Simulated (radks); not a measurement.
Au+, configuration [Xe] 4f14 5d10. Calculated with a radial shooting solver on a logarithmic mesh with Libxc functionals: scalar-relativistic Kohn-Sham, PBEsol, spin-polarised, spherical densities, finite nucleus; Fermi nuclear charge, rms radius 5.4371 fm. Some entries of the table are withheld. Estimate them.

orbital  occ.  eigenvalue (Ry)  <r> (bohr)  <r^2> (bohr^2)
1s          2        -5932.920     0.01687       0.0003935
2s          2        -1047.414     0.07115        0.005999
2p          6        -906.0176     0.06425        0.005048
3s          2        -247.6806      0.1839         0.03869
3p          6        -206.6464      0.1852         0.03976
3d         10        -162.7008         (1)         0.03293
4s          2        -54.21595      0.4072          0.1871
4p          6        -40.75319      0.4337          0.2138
4d         10        -24.56482      0.4585          0.2429
5s          2         -8.58965      0.9273          0.9653
4f         14         -6.59004      0.4988          0.3017
5p          6              (2)       1.073             (3)
5d         10         -1.12875       1.574           2.952

Answer. 
(1) 3d <r> (bohr): 0.1677
(2) 5p eigenvalue (Ry): -5.02520
(3) 5p <r^2> (bohr^2): 1.305
